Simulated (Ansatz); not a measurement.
Problem. Name a neutral molecule of F, O, Si and H with ideal-gas entropy at 298 K and 1 bar (rigid rotor, harmonic PBE0-D4/def2-TZVP) between 328 and 344 J/(mol·K) and zero-point energy (PBE0-D4/def2-TZVP) between 101 and 117 kJ/mol (Ansatz, PBE0-D4/def2-TZVP geometry).

Solution. `O[Si]1(F)O[SiH2]1` (333 J/(mol·K), 102.8 kJ/mol). Other molecules can fit too; these were computed, each in one conformer that needn't be the lowest.
